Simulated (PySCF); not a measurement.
BrGe, charge +1, multiplicity 1. Atoms are numbered in the order given.

```xyz
2

Ge     0.0000     0.0000    -1.1614
Br     0.0000     0.0000     1.0618
```
Charge +1, spin multiplicity 1.

Geometry: B3LYP-D3(BJ)/def2-TZVP. The spin state was assumed, not searched.

The numbers are results of PySCF with TDA-CAM-B3LYP/def2-TZVPD, not measurements.

Vertical excitations; the highest root listed may be one member of a degenerate set. The molecule is in vacuum. State labels are in the subgroup C2v.

Computed excitation energies, oscillator strengths and character:
| state | symmetry | energy (eV) | λ (nm) | f | main pairs |
|---|---|---|---|---|---|
| S1 | A2 | 4.41 | 281 | 0.000 | HOMO→LUMO 50 %, HOMO−1→LUMO+1 50 % |
| S2 | A2 | 4.60 | 270 | 0.000 | HOMO−1→LUMO+1, HOMO→LUMO (degenerate set) |
| S3 | A1 | 4.60 | 270 | 0.000 | HOMO→LUMO+1, HOMO−1→LUMO (degenerate set) |
| S4 | B1 | 4.78 | 260 | 0.026 | HOMO−2→LUMO (degenerate set) |
| S5 | B2 | 4.78 | 260 | 0.026 | HOMO−2→LUMO+1 (degenerate set) |
| S6 | A1 | 6.09 | 204 | 0.086 | HOMO−1→LUMO 39 %, HOMO→LUMO+1 39 %, HOMO−2→LUMO+2 20 % |
| S7 | B1 | 7.83 | 158 | 0.006 | HOMO−1→LUMO+2 (degenerate set) |
| S8 | B2 | 7.83 | 158 | 0.006 | HOMO→LUMO+2 (degenerate set) |
| S9 | B1 | 10.02 | 124 | 0.116 | HOMO−1→LUMO+3 (degenerate set) |
| S10 | B2 | 10.02 | 124 | 0.116 | HOMO→LUMO+3 (degenerate set) |
| T1 | B2 | 3.62 | 342 | 0 | HOMO−2→LUMO+1 (degenerate set) |
| T2 | B1 | 3.62 | 342 | 0 | HOMO−2→LUMO (degenerate set) |
| T3 | A1 | 3.95 | 314 | 0 | HOMO→LUMO+1 49 %, HOMO−1→LUMO 49 % |
| T4 | A2 | 4.14 | 299 | 0 | HOMO→LUMO 50 %, HOMO−1→LUMO+1 50 % |
Triplets are in the Tamm–Dancoff approximation.
